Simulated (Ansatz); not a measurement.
Isolated molecules relaxed with PBE0-D4/def2-TZVP in Ansatz; ΔE leaves out vibrations. CCSD(T)/CBS is the MP2 limit (def2-TZVPP, def2-QZVPP) plus CCSD(T) − MP2 in def2-TZVPP, frozen cores. Double bonds are as drawn, so ΔE can hold a change between cis and trans. DFT in def2-TZVPP. One conformer a species, not always the lowest.

Reaction (redistribution): `B/C=C/O[SiH3]` + `[NH2][Al]([NH2])[SH]` → `[BH2][Al]([NH2])[NH2]` + `[SiH3]O/C=C\S`

CCSD(T)/CBS gives +55.2 kcal/mol.

Problem. Another level gave +55.4 kcal/mol. Which?
A. PBE-D4/def2-TZVPP
B. MP2/def2-TZVPP
C. ωB97M-V/def2-TZVPP
D. CCSD/def2-TZVPP

Solution. D. CCSD/def2-TZVPP 55.4, ωB97M-V 56.6, PBE-D4 53.8, MP2/def2-TZVPP 57.8 kcal/mol.

Largest T1 diagnostic among the species: 0.013.

In def2-TZVPP, CCSD(T) changes the Hartree–Fock value by −3.6 kcal/mol (the triples alone add −0.1 kcal/mol) and MP2 by −1.1 kcal/mol. From PBE to PBE0 (25 % exact exchange), in def2-TZVPP and without D4, ΔE moves by +1.6 kcal/mol.
